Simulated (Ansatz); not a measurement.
Gas-phase electronic energies from Ansatz, PBE0-D4/def2-TZVP geometries. CCSD(T)/CBS is the MP2 limit (def2-TZVPP, def2-QZVPP) plus CCSD(T) − MP2 in def2-TZVPP, frozen cores. Functionals use def2-TZVPP. B3LYP here is the variant with VWN-RPA as its local correlation; programs differ in this. For Se outer-core shells are correlated without core-valence functions, which leaves a few kJ/mol of doubt a bond. Scalar relativity is left out up to krypton. Each species was taken in one conformer, which may not be the lowest.

Consider the redistribution: `CC[Se]C=N` + `NBBF` → `CC[Se]BF` + `N=CBN`.

`CC[Se]C=N`:

Cartesian coordinates in Å:
```
C -0.124 -1.089 -1.345
C 0.700 -0.991 -0.080
Se 1.196 0.838 0.396
C -0.478 1.346 1.162
N -0.830 2.478 1.577
H -0.352 -2.135 -1.571
H -1.070 -0.552 -1.247
H 0.411 -0.664 -2.197
H 1.651 -1.518 -0.174
H 0.183 -1.411 0.784
H -1.174 0.505 1.241
H -0.113 3.192 1.453
```

`NBBF`:

```xyz
8

N    -0.650    0.161   -1.138
B    -0.362    0.467    0.185
B     0.856   -0.459    0.955
F     1.182   -0.257    2.226
H    -1.347    0.638   -1.687
H    -0.176   -0.569   -1.645
H    -0.986    1.357    0.695
H     1.484   -1.338    0.408
```

`CC[Se]BF`:

```xyz
11

C    -1.151   -0.916    0.243
C    -0.160   -0.046    0.983
Se    1.665   -0.178    0.266
B     1.521    1.021   -1.225
F     0.393    1.669   -1.483
H    -2.138   -0.843    0.710
H    -0.847   -1.965    0.256
H    -1.247   -0.605   -0.798
H    -0.067   -0.338    2.030
H    -0.438    1.007    0.949
H     2.470    1.193   -1.931
```

`N=CBN`:

Cartesian coordinates in Å:
```
N 0.153 -2.075 0.019
C 0.046 -0.864 0.398
B 0.006 0.306 -0.652
N -0.110 1.612 -0.197
H 0.165 -2.715 0.816
H -0.021 -0.614 1.473
H 0.073 0.087 -1.824
H -0.141 2.408 -0.811
H -0.170 1.854 0.778
```

```tsv
level	ΔE (kcal/mol)
B3LYP	-28.8
HF/def2-TZVPP	-31.9
```

**Question.** What does CCSD(T)/CBS give? (An estimate is asked.)

**Answer.** Ansatz gave: -30.3 kcal/mol. The listed levels differ from it by 1.5, -1.6 kcal/mol.

Largest T1 diagnostic among the species: 0.015.

In def2-TZVPP, CCSD(T) changes the Hartree–Fock value by +1.9 kcal/mol (the triples alone add +0.4 kcal/mol) and MP2 by +1.4 kcal/mol. From PBE to PBE0 (25 % exact exchange), in def2-TZVPP and without D4, ΔE moves by −1.8 kcal/mol.
